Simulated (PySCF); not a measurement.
AsBH4, SMILES B[AsH2]. Coordinates come from a r2SCAN-D4/def2-TZVP optimisation.

TDDFT-LC-ωPBE/def2-TZVPD run with PySCF puts the lowest singlet excitations at 4.63, 6.08, 6.25, 6.79, 6.82, 7.69 eV.

### Question
What are the lowest excitation roots from ADC(2)/aug-cc-pVDZ (PySCF)? (An estimate is asked for; the answer gives what the named calculation found.)

### Answer
4.43, 6.18, 6.29, 6.40, 6.77, 7.07 eV. S1 differs by -0.20 eV (second minus first; roots are paired by order, and the bases may differ).
